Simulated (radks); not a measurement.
Values are calculated unless marked as measured or tabulated.
Problem. Radial electron density D(r) = 4 pi r^2 rho(r) of an atom or ion with 17 electrons. Level of theory: non-relativistic Kohn-Sham, TPSS, spin-polarised, spherical densities, point nucleus; meta-GGA in the generalised Kohn-Sham scheme (a radial shooting solver on a logarithmic mesh with Libxc functionals).

```
   r/bohr * D(r) (the largest magnitude, 68.6, reaches the edge; | marks zero)
  0.00169 | *
 0.002114 |  *
 0.002624 |   *
 0.003283 |    *
 0.004074 |       *
 0.005097 |          *
 0.006326 |              *
 0.007914 |                    *
 0.009822 |                          *
  0.01229 |                                 *
  0.01525 |                                       *
  0.01908 |                                           *
  0.02368 |                                             *
  0.02963 |                                            *
  0.03677 |                                         *
    0.046 |                                       *
  0.05709 |                                         *
  0.07142 |                                                *
  0.08864 |                                                      *
   0.1109 |                                                    *
   0.1387 |                                        *
   0.1722 |                         *
   0.2154 |                  *
   0.2674 |                    *
   0.3345 |                    *
   0.4151 |             *
   0.5194 |     *
   0.6446 |*
   0.8064 *
    1.001 *
```

What is the nuclear charge?

Solution. Z = 46. The innermost maximum, from 1s, lies near 1/Z = 0.0217 bohr (found: 0.0239), and its height grows with Z. The density is that of the palladium ion Pd29+ in [Ne] 3s2 3p5; the configuration itself is not fixed sharply by these data, and Z only to a few units. D(r) has 3 maxima, at r = 0.0239, 0.0960, 0.304 bohr, and minima at 0.0464, 0.222 bohr, inside which lie 2.04, 10.43 electrons.
